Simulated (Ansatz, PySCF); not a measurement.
Process, species as SMILES: O=CC=O + 5 [H][H] (H2) -> 2 C (CH4) + 2 O (H2O)
Geometries: B3LYP-D3(BJ)/def2-TZVP minima from Ansatz (a program for electronic structure), one conformer each, not searched for the lowest. Unstable Hartree-Fock reference: O=CC=O.
Geometry of the first species:
```
C
O 1 1.2008
H 1 1.1067 2 123.65
C 1 1.5237 3 114.79 2 -180.00
O 4 1.2008 1 121.56 3 0.00
H 4 1.1067 5 123.65 1 180.00
```

Property: energy of full hydrogenation (enthalpy at 298 K, with B3LYP-D3(BJ) rigid-rotor harmonic-oscillator terms from PySCF), in eV. Valence correlation only, unless marked. Spin-orbit coupling is left out. Non-relativistic unless marked X2C. CBS marks a two-point X^-3 extrapolation of the correlation energy; Hartree-Fock from the larger set.

| level | program | energy of full hydrogenation (eV) | minus last row |
|---|---|---|---|
| HF/STO-3G | Ansatz | -4.88 | -0.51 |
| PBE0/def2-QZVPP | Ansatz | -4.67 | -0.30 |
| BHLYP-D3(BJ)/def2-TZVPD | Ansatz + dftd3 | -4.52 | -0.15 |
| r2SCAN0-D4/def2-TZVPD | Ansatz + dftd4 | -4.59 | -0.22 |
| r2SCAN0/def2-TZVPD | Ansatz | -4.60 | -0.23 |
| B2PLYP/def2-TZVPD | Ansatz | -4.11 | 0.26 |
| SCS-MP2/cc-pVDZ | Ansatz | -3.63 | 0.74 |
| CCSD/6-31G* | Ansatz | -3.19 | 1.18 |
| X2C-CCSD(T)/cc-pVTZ-DK | Ansatz | -4.17 | 0.20 |
| CCSD(T)/CBS(cc-pVTZ,cc-pVQZ) | Ansatz | -4.37 | 0.00 |
